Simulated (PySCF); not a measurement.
## SeH5: breathing scan

Level of theory: UPBE0/[Se def2-TZVP, H def2-TZVP], no relativity, density fitting, PySCF.

Rigid scan from the doublet minimum (Se–H 1.473 Å, Se–H 1.627 Å (×4); H–Se–H 88.0° (×4), H–Se–H 89.9° (×4), H–Se–H 176.0° (×2)). Coordinate: all bonds to the central atom scaled together. Energies in kJ/mol from the minimum.

Q: Predict the curve at 0.88, 0.92, 0.96, 1.00, 1.04, 1.08, 1.14, 1.22, 1.35.

A: 
| scale of all bonds to the centre | E (kJ/mol) | dipole size (D) | ⟨S²⟩ |
| --- | --- | --- | --- |
| 0.88 | 164.0 | 0.47 | 0.75 |
| 0.92 | 65.3 | 0.46 | 0.75 |
| 0.96 | 14.7 | 0.46 | 0.75 |
| 1.00 | 0.0 | 0.48 | 0.76 |
| 1.04 | 11.9 | 0.51 | 0.76 |
| 1.08 | 43.3 | 0.54 | 0.76 |
| 1.14 | 115.6 | 0.60 | 0.76 |
| 1.22 | 239.8 | 0.67 | 0.77 |
| 1.35 | 466.4 | 0.79 | 0.81 |

Other isomers or separated fragments may lie lower.
